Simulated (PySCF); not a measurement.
Compound: C2H12OSi4.
Z-matrix (Å and degrees, PBE0-D3(BJ)/def2-SVP geometry), rows numbered from 1:
```
C 
C   1  1.5013
O   2  1.2142  1  121.74
Si  2  1.9485  1  120.71  3   179.41
Si  4  2.3461  2  106.33  1   134.87
Si  5  2.3471  4  107.67  2    29.66
Si  6  2.3484  5  109.18  4    49.52
H   1  1.1025  2  109.65  3   121.96
H   1  1.1025  2  109.80  3  -121.45
H   1  1.0990  2  110.35  3     0.28
H   4  1.4954  2  105.61  1  -107.42
H   4  1.4971  2  111.00  1    10.07
H   5  1.4979  4  109.31  2   -92.25
H   5  1.4973  4  108.85  2   149.60
H   6  1.4943  5  108.90  4   -72.61
H   6  1.4995  5  108.11  4   170.28
H   7  1.4919  6  111.37  5  -131.40
H   7  1.4951  6  110.19  5    -9.38
H   7  1.4986  6  109.55  5   108.64
```

The closed-shell ground state was solved at several levels (PySCF, density fitting, gas phase, non-relativistic).

```json
{"level": "B3LYP/def2-SVPD", "basis functions": "255", "total energy (Eh)": "-1316.2291", "HOMO (eV)": "-6.94", "LUMO (eV)": "-1.80", "gap (eV)": "5.14", "dipole (D)": "2.76"}
{"level": "wB97X-D/pcSseg-1", "basis functions": "207", "total energy (Eh)": "-1316.4885", "HOMO (eV)": "-9.01", "LUMO (eV)": "0.33", "gap (eV)": "9.34", "dipole (D)": "2.86"}
```

Question: What might PBE0/pcSseg-1 (207 basis functions) give for the same quantities?

Answer: Total energy -1315.8821 Eh, HOMO -7.15 eV, LUMO -1.49 eV, gap 5.66 eV, dipole 2.79 D.

Question: Over all these levels, which gives the widest orbital gap and which the narrowest?

Answer: wB97X-D/pcSseg-1 (range-separated hybrid) has the widest, 9.34 eV, and B3LYP/def2-SVPD (global hybrid, 20 % exact exchange) the narrowest, 5.14 eV. Functional and basis both differ between the two, so the spread mixes both effects.

Question: How far do the dipole and the HOMO energy spread over the levels?

Answer: The dipole runs from 2.76 to 2.86 D (mean 2.80 D) and the HOMO from -9.01 to -6.94 eV.

One conformer stands for the species.

The pairwise dispersion term of wB97X-D wasn't added to the energies; at a given geometry it leaves orbitals and properties as they are.
